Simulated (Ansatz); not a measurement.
```yaml
crystal:
  periodic: [false, false, false]
  atoms:
    - {symbol: Si, position_ang: [-1.020670, -0.431127, -1.684360]}
    - {symbol: Si, position_ang: [1.003013, 0.394136, 1.634551]}
    - {symbol: Si, position_ang: [-0.916119, -0.412471, 0.682859]}
    - {symbol: Si, position_ang: [0.879867, 0.446191, -0.739867]}
basis:
  gaussian: {orbitals: ANO-RCC-VTZP, fitting: {mean_field: cc-pVTZ-jkfit}}
hamiltonian: {xc: {name: HF}}
scf: {omitted_lower_state_checks: [starts]}
```

```sh
$ ansatz run in.yaml --threads 2 --pin off --events-out ev --progress --plain --max-ram 4352MiB
```

It prints (some lines left out):

```
Functional definition: HF
484 factors; integrals over basis functions are off by at most 1.6e-1 eV
mean field evaluation 1: about -31511.9929 eV, gradient 1.3e1 eV
mean field evaluation 2: about -31512.7238 eV, gradient 5.4e0 eV
mean field evaluation 4: about -31512.8981 eV, gradient 2.2e-1 eV
mean field evaluation 8: about -31512.8989 eV, gradient 1.0e-5 eV
mean field -31512.89886248 eV, -1158.0776729861 hartree, gradient 1.0e-5 eV, S^2 0.000000; 0 other end points of the search recorded, 0 dependent functions left out
reference -31512.89886248 eV, -1158.0776729861 hartree; 28, 28 occupied and 108, 108 virtual orbitals, 484 factors
Total energy: -31512.89886248 eV, -1158.0776729861 hartree
Relativity: scalar
Checks for a lower state left out: starts
```

It took 1.5 s on 2 threads of Arm Neoverse V1 on a shared host.

DK, ANO-RCC and x2c sets are all-electron and run with scalar relativity unless a key says otherwise.
